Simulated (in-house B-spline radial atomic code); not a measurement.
Ionising Fe III (Fe2+) with different functionals

Computed with a B-spline radial code for spherical atoms: non-relativistic Hamiltonian, point nucleus, spin-polarised at highest spin, spherical fractional occupations for the functionals, and exact exchange of hybrids averaged over the configuration. The ionisation energy is the difference of two self-consistent energies, [Ar] 3d6 → [Ar] 3d5, without Breit or QED terms; ε is the level of the shell that loses the electron (its least bound occupied spin orbital).

| method | rung | ΔSCF (eV) | -ε(3d) (eV) |
| --- | --- | --- | --- |
| PBE0 | global hybrid | 30.97 | 25.61 |
| B3LYP | global hybrid | 31.39 | 25.46 |
| TPSSh | global hybrid | 30.93 | 24.00 |
| M06-2X | global hybrid | 31.19 | 28.67 |
| BHandHLYP | global hybrid | 30.71 | 27.92 |
| r2SCAN0 | global hybrid | 30.14 | 24.96 |
| B97-1 | global hybrid | 31.16 | 25.34 |
| HSE06 | range-separated hybrid | 31.01 | 25.22 |
| wB97X | range-separated hybrid | 30.99 | 28.23 |
| CAM-B3LYP | range-separated hybrid | 31.37 | 27.42 |
| LC-wPBE | range-separated hybrid | 31.37 | 28.60 |

**Question.** Among the functionals, which spreads more, the ΔSCF values or the orbital energies?

**Answer.** The orbital energies: ΔSCF values span about 1.25 eV and the orbital energies 4.67 eV.

**Question.** How do they compare with the NIST value?

**Answer.** NIST lists 30.65 eV ± 0.012 (measured, ground level to ground level). Errors run from -0.51 to +0.73 eV; BHandHLYP is closest (+0.06 eV), but part of that can be cancellation, since the calculations leave out relativity, Breit-QED terms, multiplet and fine-structure energies.
